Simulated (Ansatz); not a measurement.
# Two structures of F2GeHSi2+

Structure a is a singlet given by its coordinates and structure b is a singlet given by its coordinates. Both are isolated ions in the gas phase, relaxed with r2SCAN-D4/def2-SVP.

a (Å):

```xyz
6

F    -3.6119   -0.3701    1.7237
F     0.7745    1.9876    0.1624
Ge   -0.1431    0.6998    0.8032
Si   -2.0438   -0.3157    1.4772
Si   -0.1201   -1.4331    1.6426
H     0.6163   -2.6729    2.0266
```

Close contacts (Å): F1–Si4 1.59, F2–Ge3 1.71, Ge3–Si4 2.26, Ge3–Si5 2.29, Si4–Si5 2.23, Si5–H6 1.49.

b (Å):

| atom | x (Å) | y (Å) | z (Å) |
| --- | --- | --- | --- |
| F | -2.1492 | -1.1185 | 1.7804 |
| F | -2.4044 | 1.3548 | 2.4064 |
| Ge | 0.4280 | -1.1274 | 0.6768 |
| Si | -1.4013 | 0.3113 | 1.7599 |
| Si | 0.6354 | 1.0382 | 1.0426 |
| H | 0.4215 | -2.6308 | 0.3636 |

Close contacts (Å): F1–Si4 1.61, F2–Si4 1.59, Ge3–Si4 2.57, Ge3–Si5 2.21, Si4–Si5 2.28, Ge3–H6 1.54.

Task: Estimate which is lower in electronic energy at CCSD(T)/def2-SVP + ΔMP2/def2-TZVPP, and by roughly how much.

Result: The CCSD(T)/def2-SVP + ΔMP2/def2-TZVPP calculation puts structure b lower, by 0.785 eV.

Level by level:

```
                             level            geometry  E(b) − E(a) (eV)  departure from the last row (eV)  job, with rough time for the two
                r2SCAN-D4/def2-SVP  r2SCAN-D4/def2-SVP              −0.499                            +0.285                optimisation, 76 s
                       HF/def2-SVP  r2SCAN-D4/def2-SVP              −0.465                            +0.320           part of the CCSD(T) run
                      MP2/def2-SVP  r2SCAN-D4/def2-SVP              −0.543                            +0.242           part of the CCSD(T) run
                  CCSD(T)/def2-SVP  r2SCAN-D4/def2-SVP              −0.573                            +0.211                      single point
CCSD(T)/def2-SVP + ΔMP2/def2-TZVPP  r2SCAN-D4/def2-SVP              −0.785                                               single point, 2.2 min
```

The levels shown agree on the order. The largest departure from CCSD(T)/def2-SVP + ΔMP2/def2-TZVPP is that of HF/def2-SVP, 0.320 eV. Levels run at GFN2-xTB geometries aren't shown. The last row adds to CCSD(T) the change of the MP2 difference between the two basis sets, here −0.211 eV, a large step that makes the value less sure.

With harmonic frequencies from r2SCAN-D4/def2-SVP (ideal gas, rigid rotor, one conformer each, 298.15 K, 1 atm): on the last row, ΔE + ΔZPE = −0.795 eV. A mode under 50 cm⁻¹ makes harmonic enthalpies and free energies unreliable, so none is given.

The correlated steps freeze 21 core orbitals; the filled d shell of Ge is correlated, in a basis made for valence electrons. Programs: Ansatz 0.2.0; the last row on 1 thread of Intel(R) Xeon(R) Processor @ 2.50GHz (Skylake/Cascade Lake) on a shared host.
